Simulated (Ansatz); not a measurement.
A nudged elastic band was laid between two geometries of BrF2HSi + H2 (7 atoms, charge 0, multiplicity 1).

All numbers below come from Ansatz, RKS PBE/def2-SVP.

```yaml
movable_images: 5
climbing_image: yes
spring: 5.0 eV/Å²
optimiser: quadratic models (default)
start_path: through a guess of the saddle point
force_threshold: 0.5 eV/Å
iteration_limit: 60
end_points: relaxed
```

Initial state:

```xyz
7
Properties=species:S:1:pos:R:3
Si -0.728 -0.466 0.837
Br 0.628 -2.194 0.653
F -1.989 -0.663 -0.163
F 0.055 0.877 0.366
H -1.213 -0.289 2.229
H 1.827 1.418 -2.283
H 1.420 1.317 -1.639
```

Final state:

```xyz
7
Properties=species:S:1:pos:R:3
Si -0.399 0.776 0.476
Br 1.753 -2.289 -0.889
F -0.822 -0.097 -0.850
F -1.552 1.905 0.677
H -0.409 -0.136 1.656
H 0.533 -1.617 -1.261
H 0.896 1.458 0.191
```

**Question.** Which bonds break or form, and what moves?

**Answer.** Bonds broken: Si1–Br2, H6–H7. Bonds formed: Si1–H7, Br2–H6. BrF2HSi + H2 becomes BrH + F2H2Si.

**Question.** Give the energies along the band, and the barrier.

**Answer.** The run converged. The highest image is number 3 of 0 to 6, 1.94 eV above the first end and 1.31 eV above the last; the last end lies 0.63 eV above the first. The threshold of 0.5 eV/Å is loose, so the images may lie well off the minimum-energy path. Neighbouring images differ by up to 1.3 eV, so the band resolves the path poorly. The order of the stationary point at the top wasn't checked. The orbitals stay closed-shell, which can raise the energy where a bond breaks towards radicals; this wasn't checked here.

| image | path coordinate (Å) | energy (eV) | Si1–Br2 (Å) | H6–H7 (Å) | Si1–H7 (Å) |
| --- | --- | --- | --- | --- | --- |
| 0 | 0.00 | 0.00 | 2.20 | 0.77 | 3.73 |
| 1 | 1.26 | 0.04 | 2.21 | 0.77 | 3.26 |
| 2 | 2.53 | 0.67 | 2.25 | 0.77 | 2.57 |
| 3 | 3.79 | 1.94 | 2.56 | 0.95 | 1.70 |
| 4 | 4.87 | 0.86 | 3.39 | 1.71 | 1.50 |
| 5 | 5.94 | 0.72 | 3.70 | 2.58 | 1.49 |
| 6 | 7.02 | 0.63 | 3.99 | 3.42 | 1.49 |

**Question.** What is the geometry of the highest image?

**Answer.** 
```xyz
7
Properties=species:S:1:pos:R:3
Si -0.391 0.129 0.264
Br 0.979 -1.920 -0.417
F -1.641 -0.349 -0.651
F -0.781 1.721 0.428
H -0.153 -0.268 1.673
H 1.092 -0.120 -0.672
H 0.896 0.807 -0.624
```

Run time: 87 s on 2 threads of Arm Neoverse V1, on a shared host, peak memory 0.13 GiB.
